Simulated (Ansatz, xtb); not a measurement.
Relative energy of two isomers of C4H7BSSi

Structure a: `[SiH3]C1=CB(S)C=C1`, a singlet. Structure b: `[SiH3]C1=CC=CB1S`, a singlet. Both are isolated molecules in the gas phase, relaxed with r2SCAN-D4/def2-SVP; the shapes shown needn't be the lowest conformers.

a (Å):

```xyz
14

C    -0.2290    1.1499   -0.8905
C    -0.4117   -0.0064   -0.1960
C    -2.4599    0.5732   -1.5333
C    -1.4720    1.4839   -1.6897
B    -1.8753   -0.4985   -0.5424
S    -2.6161   -1.9829    0.1107
Si    1.3201    2.2033   -0.8847
H     1.0109    3.5867   -0.4041
H     2.3425    1.5825    0.0066
H     1.8722    2.3284   -2.2704
H     0.3511   -0.4461    0.4529
H    -3.8150   -1.8846   -0.5102
H    -3.4312    0.6427   -2.0295
H    -1.5252    2.3815   -2.3189
```

b (Å):

```xyz
14

C    -0.3482    1.0137   -0.6601
C    -1.3046    1.4020    0.2286
C    -2.6791    0.9297   -0.1341
C    -2.6789    0.2096   -1.2800
B    -1.1715    0.1866   -1.7417
S    -0.4361   -0.5821   -3.1727
Si    1.4596    1.4195   -0.5264
H     1.7070    2.2370    0.7013
H     2.2900    0.1761   -0.4511
H     1.9325    2.1895   -1.7199
H    -1.1294    2.0010    1.1322
H    -3.5538    1.1627    0.4847
H    -3.5757   -0.2291   -1.7245
H    -1.5626   -1.1149   -3.7008
```

Quicker runs give these differences E(b) − E(a): GFN2-xTB −1.9 kJ/mol; HF/STO-3G +0.4 kJ/mol (at GFN2-xTB geometries); r2SCAN-D4/def2-SVP//GFN2-xTB −10.3 kJ/mol.

Question: Estimate which is lower in electronic energy at CCSD(T)/def2-SVP + ΔMP2/def2-TZVPP, and by roughly how much.

Answer: The CCSD(T)/def2-SVP + ΔMP2/def2-TZVPP calculation puts structure b lower, by 9.5 kJ/mol.

The same difference at several levels:

```json
{"level": "GFN2-xTB", "geometry": "GFN2-xTB", "E(b) − E(a) (kJ/mol)": "−1.9", "departure from the last row (kJ/mol)": "+7.7", "job, with rough time for the two": "optimisation, 1.3 s"}
{"level": "HF/STO-3G", "geometry": "GFN2-xTB", "E(b) − E(a) (kJ/mol)": "+0.4", "departure from the last row (kJ/mol)": "+9.9", "job, with rough time for the two": "single point, 1.6 s"}
{"level": "r2SCAN-D4/def2-SVP//GFN2-xTB", "geometry": "GFN2-xTB", "E(b) − E(a) (kJ/mol)": "−10.3", "departure from the last row (kJ/mol)": "−0.7", "job, with rough time for the two": "single point, 13 s"}
{"level": "r2SCAN-D4/def2-SVP", "geometry": "r2SCAN-D4/def2-SVP", "E(b) − E(a) (kJ/mol)": "−10.3", "departure from the last row (kJ/mol)": "−0.8", "job, with rough time for the two": "optimisation, 3 min"}
{"level": "HF/def2-SVP", "geometry": "r2SCAN-D4/def2-SVP", "E(b) − E(a) (kJ/mol)": "−9.6", "departure from the last row (kJ/mol)": "−0.1", "job, with rough time for the two": "part of the CCSD(T) run"}
{"level": "MP2/def2-SVP", "geometry": "r2SCAN-D4/def2-SVP", "E(b) − E(a) (kJ/mol)": "−10.4", "departure from the last row (kJ/mol)": "−0.8", "job, with rough time for the two": "part of the CCSD(T) run"}
{"level": "CCSD(T)/def2-SVP", "geometry": "r2SCAN-D4/def2-SVP", "E(b) − E(a) (kJ/mol)": "−9.1", "departure from the last row (kJ/mol)": "+0.5", "job, with rough time for the two": "single point"}
{"level": "CCSD(T)/def2-SVP + ΔMP2/def2-TZVPP", "geometry": "r2SCAN-D4/def2-SVP", "E(b) − E(a) (kJ/mol)": "−9.5", "departure from the last row (kJ/mol)": "", "job, with rough time for the two": "single point, 4.1 min"}
```

As drawn, both hold the same kinds of bond in the same numbers.

GFN2-xTB, HF/STO-3G find them nearly level. The largest departure from CCSD(T)/def2-SVP + ΔMP2/def2-TZVPP is that of HF/STO-3G, 9.9 kJ/mol. The last row adds to CCSD(T) the change of the MP2 difference between the two basis sets, here −0.5 kJ/mol.

With thermal terms from frequencies at re-optimised GFN2-xTB minima (ideal gas, soft modes damped towards free rotors, one conformer each, 298.15 K, 1 atm): the zero-point term adds 0.0 kJ/mol; ΔH is −9.6 and ΔG −9.7 kJ/mol.

The correlated steps freeze 15 core orbitals. Run with Ansatz 0.2.0, xtb 6.7.1; the last row on 2 threads of AMD EPYC (Zen 3) on a shared host.
